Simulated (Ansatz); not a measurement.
Stretching the Sn1–I3 bond in HISn (SMILES [SnH][I]) (multiplicity 1 held, fragments rigid). Energies count from the point at 2.758 Å.
Geometry at that point (charge 0, multiplicity 1):
```xyz
3

Sn     0.452     0.915     0.965
H      0.730     2.177    -0.263
I     -0.441    -0.904    -0.906
```

R- and RO- levels are restricted; in cc, def2 and unpolarised 6-31G sets they are followed outwards from rest. Active spaces are followed from a long bond inwards. Levels need not reach the same state.

Correlated levels freeze the cores. Filled d and f shells under p-block atoms count as core.

Codes used: Ansatz (a program for electronic structure) with Gaussian orbitals. Values without a source in brackets are computed. In def2 rows elements past Kr take small-core potentials, without spin–orbit coupling.

Problem. What is the computed energy at R = 8.827 Å (R-HF/def2-SVP)?

Solution. 108.1 kcal/mol

Problem. What is the computed energy at R = 8.827 Å (FIC-MRCISD+Q on CASSCF(6,4)/def2-SVP)?

Solution. 62.2 kcal/mol

Problem. Give the energy at R = 8.827 Å at the level R-SCS-MP2/def2-SVP.

Solution. 76.7 kcal/mol

Doubts at one or more of the structures used: a restricted determinant that unrestricted orbitals would lower (R-HF/def2-SVP, R-SCS-MP2/def2-SVP); active orbitals that take no part (FIC-MRCISD+Q on CASSCF(6,4)/def2-SVP).
